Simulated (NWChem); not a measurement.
## H₂Mg

Everything below was run with NWChem. All single points use one geometry, from PBE0/def2-SVP, a minimum by its harmonic frequencies.

The NWChem input:

```
start mol
memory heap 200 mb stack 900 mb global 1100 mb
geometry "system" units angstroms nocenter noautoz noautosym
  Mg     0.000000     0.000000     0.000000
  H      0.000000     0.000000     1.705283
  H      0.000000     0.000000    -1.705283
end
set geometry "system"
basis spherical
  * library 6-31g*
end
dft
  xc pbe0
  semidirect memsize 60000000 filesize 0
  iterations 100
  convergence energy 1e-10 density 1e-9 gradient 1e-8
  tolerances tight
end
task dft energy
rt_tddft
  tmax 150.0
  dt 0.2
  tag "kick"
  print dipole
  field "kick"
    type delta
    polarization z
    max 0.0001
  end
  excite "system" with "kick"
end
task dft rt_tddft
```

Change of the dipole's z component after the kick, in units of 1e-4 a.u.:

```csv
time (a.u.),Δμ
0.0,0.000
0.4,0.140
0.8,0.308
1.2,0.447
1.6,0.562
2.0,0.666
2.4,0.764
2.8,0.850
3.2,0.916
3.6,0.954
4.0,0.961
4.4,0.936
4.8,0.889
5.2,0.833
5.6,0.778
6.0,0.725
6.4,0.667
6.8,0.597
7.2,0.518
7.6,0.434
8.0,0.355
8.4,0.287
8.8,0.231
9.2,0.182
9.6,0.129
10.0,0.064
10.4,-0.010
10.8,-0.083
11.2,-0.151
11.6,-0.220
12.0,-0.295
12.4,-0.377
12.8,-0.458
13.2,-0.535
13.6,-0.607
14.0,-0.678
14.4,-0.742
14.8,-0.793
15.4,-0.831
15.8,-0.835
16.2,-0.822
16.6,-0.795
17.0,-0.751
17.4,-0.692
17.8,-0.618
18.2,-0.530
18.6,-0.428
19.0,-0.317
19.4,-0.203
19.8,-0.093
20.2,0.010
20.6,0.104
21.0,0.191
21.4,0.276
21.8,0.360
22.2,0.439
22.6,0.502
23.0,0.541
23.4,0.563
23.8,0.582
24.2,0.609
24.6,0.638
25.0,0.656
25.4,0.656
25.8,0.639
26.2,0.612
26.6,0.581
27.0,0.548
27.4,0.515
27.8,0.478
28.2,0.427
28.6,0.357
29.0,0.267
29.4,0.169
29.8,0.077
```
